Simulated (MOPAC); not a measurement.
MOPAC input (PM3):

```
PM3 1SCF UHF MS=0.5 GEO-OK AUX(PRECISION=9) THREADS=1
C4H11Ge

C     3.78624000 1   -0.15644800 1    0.03592500 1
C     2.49301400 1    0.48544000 1    0.38373600 1
C     1.19825400 1   -0.18143100 1    0.07760600 1
C    -0.02170500 1    0.72821300 1    0.24489800 1
Ge   -1.72982800 1   -0.16761700 1   -0.16094700 1
H     3.78780500 1   -0.52220700 1   -0.99679200 1
H     4.62757400 1    0.52727200 1    0.15572600 1
H     3.99177900 1   -1.03459200 1    0.66832700 1
H     2.48729000 1    1.33970400 1    1.05072200 1
H     1.07692600 1   -1.07135900 1    0.71910800 1
H     1.23046100 1   -0.58234500 1   -0.94423000 1
H     0.06625100 1    1.60054200 1   -0.40636300 1
H    -0.07584700 1    1.10338000 1    1.26970400 1
H    -1.93159000 1   -1.37598800 1    0.77549800 1
H    -2.91314100 1    0.80201900 1    0.02181000 1
H    -1.72781700 1   -0.67732100 1   -1.61619200 1
```

Output:

```
 *******************************************************************************
 **                                                                           **
 **                              MOPAC v23.2.5                                **
 **                                                                           **
 *******************************************************************************
 ** MOPAC's Digital Object Identifier: https://doi.org/10.5281/zenodo.6511958 **
 **                                                                           **
 ** Please cite the open-source release paper for use of this MOPAC version:  **
 ** J. E. Moussa and J. J. P. Stewart (2026)                                  **
 ** MOPAC: An open-source semiempirical molecular orbital program             **
 ** J. Open Source Softw., 11(119), 8025, https://doi.org/10.21105/joss.08025 **
 *******************************************************************************

                              PM3 CALCULATION RESULTS

 *******************************************************************************
 *  PM3        - The PM3 Hamiltonian to be used
 *  GEO-OK     - OVERRIDE INTERATOMIC DISTANCE AND OTHER SAFETY CHECKS
 *  UHF        - UNRESTRICTED HARTREE-FOCK CALCULATION
 *  MS=        - IN MECI, MAGNETIC COMPONENT OF SPIN =  0.5
 *  1SCF       - DO 1 SCF AND THEN STOP
 *  AUX        - OUTPUT AUXILIARY INFORMATION
 *******************************************************************************
PM3 1SCF UHF MS=0.5 GEO-OK AUX(PRECISION=9) THREADS=1
 C4H11Ge

   ATOM   CHEMICAL          X               Y               Z
  NUMBER   SYMBOL      (ANGSTROMS)     (ANGSTROMS)     (ANGSTROMS)

     1       C          3.78624000  *  -0.15644800  *   0.03592500  *
     2       C          2.49301400  *   0.48544000  *   0.38373600  *
     3       C          1.19825400  *  -0.18143100  *   0.07760600  *
     4       C         -0.02170500  *   0.72821300  *   0.24489800  *
     5      Ge         -1.72982800  *  -0.16761700  *  -0.16094700  *
     6       H          3.78780500  *  -0.52220700  *  -0.99679200  *
     7       H          4.62757400  *   0.52727200  *   0.15572600  *
     8       H          3.99177900  *  -1.03459200  *   0.66832700  *
     9       H          2.48729000  *   1.33970400  *   1.05072200  *
    10       H          1.07692600  *  -1.07135900  *   0.71910800  *
    11       H          1.23046100  *  -0.58234500  *  -0.94423000  *
    12       H          0.06625100  *   1.60054200  *  -0.40636300  *
    13       H         -0.07584700  *   1.10338000  *   1.26970400  *
    14       H         -1.93159000  *  -1.37598800  *   0.77549800  *
    15       H         -2.91314100  *   0.80201900  *   0.02181000  *
    16       H         -1.72781700  *  -0.67732100  *  -1.61619200  *

          CARTESIAN COORDINATES

    NO.       ATOM           X           Y           Z

     1         C          3.7862     -0.1564      0.0359
     2         C          2.4930      0.4854      0.3837
     3         C          1.1983     -0.1814      0.0776
     4         C         -0.0217      0.7282      0.2449
     5        Ge         -1.7298     -0.1676     -0.1609
     6         H          3.7878     -0.5222     -0.9968
     7         H          4.6276      0.5273      0.1557
     8         H          3.9918     -1.0346      0.6683
     9         H          2.4873      1.3397      1.0507
    10         H          1.0769     -1.0714      0.7191
    11         H          1.2305     -0.5823     -0.9442
    12         H          0.0663      1.6005     -0.4064
    13         H         -0.0758      1.1034      1.2697
    14         H         -1.9316     -1.3760      0.7755
    15         H         -2.9131      0.8020      0.0218
    16         H         -1.7278     -0.6773     -1.6162

  H: (PM3): J. J. P. STEWART, J. COMP. CHEM. 10, 209 (1989).
  C: (PM3): J. J. P. STEWART, J. COMP. CHEM. 10, 209 (1989).
 Ge: (PM3): J. J. P. STEWART, J. COMP. CHEM. 12, 320-341 (1991).

           Empirical Formula: C4 H11 Ge  =    16 atoms

      MOLECULAR POINT GROUP   :   C1

          UHF CALCULATION, NO. OF ALPHA ELECTRONS =   16
                           NO. OF BETA  ELECTRONS =   15

 -------------------------------------------------------------------------------
 PM3 1SCF UHF MS=0.5 GEO-OK AUX(PRECISION=9) THREADS=1
 C4H11Ge

     1SCF WAS SPECIFIED, SO BFGS WAS NOT USED
     SCF FIELD WAS ACHIEVED

                              PM3 CALCULATION
                                                       MOPAC v23.2.5 Linux

          FINAL HEAT OF FORMATION =         29.34611 KCAL/MOL =     122.78412 KJ/MOL

          COSMO AREA              =        154.08 SQUARE ANGSTROMS
          COSMO VOLUME            =        145.93 CUBIC ANGSTROMS

          IONIZATION POTENTIAL    =          9.021291 EV
          ALPHA SOMO LUMO (EV)    =         -9.021  0.084
          BETA  SOMO LUMO (EV)    =        -11.086  0.109
          NO. OF ALPHA ELECTRONS  =         16
          NO. OF BETA  ELECTRONS  =         15
          MOLECULAR WEIGHT        =        131.7209         POINT GROUP:  C1

          MOLECULAR DIMENSIONS (Angstroms)

            Atom       Atom       Distance
            H    15    H     7     7.54691
            H    13    H    16     3.39831
            H    14    H    12     3.22000

          SCF CALCULATIONS        =          1

   ATOM   CHEMICAL          X               Y               Z
  NUMBER   SYMBOL      (ANGSTROMS)     (ANGSTROMS)     (ANGSTROMS)

     1       C          3.78624000  *  -0.15644800  *   0.03592500  *
     2       C          2.49301400  *   0.48544000  *   0.38373600  *
     3       C          1.19825400  *  -0.18143100  *   0.07760600  *
     4       C         -0.02170500  *   0.72821300  *   0.24489800  *
     5      Ge         -1.72982800  *  -0.16761700  *  -0.16094700  *
     6       H          3.78780500  *  -0.52220700  *  -0.99679200  *
     7       H          4.62757400  *   0.52727200  *   0.15572600  *
     8       H          3.99177900  *  -1.03459200  *   0.66832700  *
     9       H          2.48729000  *   1.33970400  *   1.05072200  *
    10       H          1.07692600  *  -1.07135900  *   0.71910800  *
    11       H          1.23046100  *  -0.58234500  *  -0.94423000  *
    12       H          0.06625100  *   1.60054200  *  -0.40636300  *
    13       H         -0.07584700  *   1.10338000  *   1.26970400  *
    14       H         -1.93159000  *  -1.37598800  *   0.77549800  *
    15       H         -2.91314100  *   0.80201900  *   0.02181000  *
    16       H         -1.72781700  *  -0.67732100  *  -1.61619200  *

                             CARTESIAN COORDINATES

   1    C        3.786240000    -0.156448000     0.035925000
   2    C        2.493014000     0.485440000     0.383736000
   3    C        1.198254000    -0.181431000     0.077606000
   4    C       -0.021705000     0.728213000     0.244898000
   5   Ge       -1.729828000    -0.167617000    -0.160947000
   6    H        3.787805000    -0.522207000    -0.996792000
   7    H        4.627574000     0.527272000     0.155726000
   8    H        3.991779000    -1.034592000     0.668327000
   9    H        2.487290000     1.339704000     1.050722000
  10    H        1.076926000    -1.071359000     0.719108000
  11    H        1.230461000    -0.582345000    -0.944230000
  12    H        0.066251000     1.600542000    -0.406363000
  13    H       -0.075847000     1.103380000     1.269704000
  14    H       -1.931590000    -1.375988000     0.775498000
  15    H       -2.913141000     0.802019000     0.021810000
  16    H       -1.727817000    -0.677321000    -1.616192000

           Empirical Formula: C4 H11 Ge  =    16 atoms

      MOLECULAR POINT GROUP   :   C1

          ALPHA EIGENVALUES
 -36.73547 -30.16637 -23.09001 -20.38537 -16.03471 -15.52346 -15.37988 -14.54386
 -14.12557 -13.19801 -12.50421 -12.31277 -11.85077 -11.56062 -11.19200  -9.02129
   0.08367   0.46196   0.47357   3.10721   3.51402   3.89313   4.05592   4.12749
   4.13102   4.42190   4.45112   4.57595   4.84109   5.18532   5.33352

           BETA EIGENVALUES
 -36.30479 -30.05306 -22.87915 -19.69535 -15.79090 -15.44004 -15.19917 -14.32746
 -13.79260 -13.16037 -12.38309 -12.18894 -11.84075 -11.52021 -11.08614   0.10931
   0.46698   0.47876   0.99803   3.43627   3.73013   4.02021   4.11629   4.20325
   4.30923   4.48784   4.56958   4.64431   4.95055   5.59469   5.66250

              NET ATOMIC CHARGES AND DIPOLE CONTRIBUTIONS

  ATOM NO.   TYPE          CHARGE      No. of ELECS.   s-Pop       p-Pop
    1          C          -0.064042        4.0640     1.12221     2.94183
    2          C          -0.217249        4.2172     1.24206     2.97519
    3          C          -0.042962        4.0430     1.14243     2.90054
    4          C          -0.219704        4.2197     1.18643     3.03328
    5         Ge           0.285771        3.7142     0.68016     3.03407
    6          H           0.042270        0.9577     0.95773
    7          H           0.040348        0.9597     0.95965
    8          H           0.042046        0.9580     0.95795
    9          H           0.100208        0.8998     0.89979
   10          H           0.054816        0.9452     0.94518
   11          H           0.055312        0.9447     0.94469
   12          H           0.066367        0.9336     0.93363
   13          H           0.063374        0.9366     0.93663
   14          H          -0.068082        1.0681     1.06808
   15          H          -0.071423        1.0714     1.07142
   16          H          -0.067051        1.0671     1.06705
 DIPOLE           X         Y         Z       TOTAL
 POINT-CHG.     0.100    -0.185     0.017     0.211
 HYBRID         0.124     0.001     0.141     0.188
 SUM            0.225    -0.184     0.157     0.330

          ATOMIC ORBITAL ELECTRON POPULATIONS

     Atom    s        px        py        pz
    1  C   1.12221   0.95013   0.98984   1.00186
    2  C   1.24206   0.94774   1.00528   1.02217
    3  C   1.14243   0.91888   0.96967   1.01200
    4  C   1.18643   0.98619   1.00835   1.03874
    5 Ge   0.68016   0.98702   1.01985   1.02720
    6  H   0.95773
    7  H   0.95965
    8  H   0.95795
    9  H   0.89979
   10  H   0.94518
   11  H   0.94469
   12  H   0.93363
   13  H   0.93663
   14  H   1.06808
   15  H   1.07142
   16  H   1.06705

                    (SZ)    =    0.500000
                    (S**2)  =    0.769274

          ATOMIC ORBITAL SPIN POPULATIONS

    Atom   Total    s     px     py     pz
         Atomic
    1  C -0.1221 -0.014 -0.048 -0.031 -0.029
    2  C  1.1205  0.076  0.063  0.328  0.653
    3  C -0.1180 -0.014 -0.042 -0.034 -0.028
    4  C  0.0212  0.003  0.009  0.006  0.003
    5 Ge -0.0160 -0.002 -0.007 -0.004 -0.003
    6  H  0.0299  0.030
    7  H  0.0121  0.012
    8  H  0.0574  0.057
    9  H -0.0725 -0.072
   10  H  0.0547  0.055
   11  H  0.0301  0.030
   12  H -0.0022 -0.002
   13  H -0.0021 -0.002
   14  H  0.0023  0.002
   15  H  0.0024  0.002
   16  H  0.0024  0.002

 **********************
 *                    *
 * JOB ENDED NORMALLY *
 *                    *
 **********************

 == MOPAC DONE ==
```

The geometry given is a B3LYP-D3(BJ)/def2-TZVP minimum.
